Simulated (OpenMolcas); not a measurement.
# What dynamic correlation does to the levels of F III

```
Program             : OpenMolcas 26.06
Basis               : ANO-RCC-VTZP [4s3p2d1f]
Scalar Hamiltonian  : DKH2, point nucleus
Active space        : 5 electrons in 4 orbitals (2s 2p)
State averaging     : 2S+1 = 4 odd, 1 root; 2S+1 = 2 odd, 8 roots kept (CI in the orbitals of an earlier block); 2S+1 = 4 even, 3 roots; 2S+1 = 2 even, 9 roots kept (CI in the orbitals of an earlier block)
Spin-orbit coupling : RASSI with atomic mean-field integrals over the reference wave functions, term energies averaged over their components
```

Methods on the same reference wave functions:
A. CASSCF
B. SS-CASPT2, IPEA 0.25 Eh, imaginary shift 0.1 Eh (closed shells correlated: 1s)

Energies in cm⁻¹ above 2s² 2p³ ⁴S°_3/2, the measured ground level; measured values from Moore, Atomic Energy Levels, vol. I, NSRDS-NBS 35 (1971 reprint of NBS Circular 467, 1949).

```tsv
Level	A	B	Measured
2s² 2p³ ⁴S°_3/2	0.0	0.0	0.0
2s² 2p³ ²D°_3/2	37857	35100	
2s² 2p³ ²D°_5/2	37870	35110	
2s² 2p³ ²P°_3/2	52467	52450	
2s² 2p³ ²P°_1/2	52467	52450	
2s 2p⁴ ⁴P_5/2	153219	152780	151898
2s 2p⁴ ⁴P_3/2	153530	153100	152235
2s 2p⁴ ⁴P_1/2	153715	153280	152410
2s 2p⁴ ²D_3/2	222943	213030	210256
2s 2p⁴ ²D_5/2	222945	213030	210240
2s 2p⁴ ²S_1/2	260033	252140	248260
2s 2p⁴ ²P_3/2	287714	273030	266559
2s 2p⁴ ²P_1/2	288090	273400	266943
```

Deviations, from unrounded energies. A percentage is the sum of absolute deviations over the sum of measured energies, with the sign that they share, or ± where signs differ.

```
           Against measurement  Levels      A     B
mean absolute deviation (cm-1)       8  10000  3100
      other configurations (%)       8   +5.0  +1.5
```

B lies closest to measurement on these levels. The largest miss of B in the table is 2s 2p⁴ ²P_3/2, by +6500 cm-1. The ranking rests on the paired levels alone, and a cruder setting can come out closer through cancelling errors.

From A to B the spin-free energies of the other terms of 2s² 2p³ shown, above ⁴S°, scale by factors of 0.93 to 1.00.

The lowest spin-free term lies below A's lowest term by 0.111 hartree in B.

CASPT2 does not keep the components of a term degenerate, so their means are used; among the terms shown or strongly mixed into the levels shown the widest spread is 130 cm-1 (2s 2p⁴ ²D, B). Terms from blocks run as CI alone lack orbitals of their own. Measured partners are found by configuration, term and J. A level has none where our copy of the source lacks it or the pairing is in doubt (some pairs that miss far off the trend of their configuration count as doubtful), and it then counts in no deviation. Levels of configurations outside the active space are missing.

° marks odd parity.
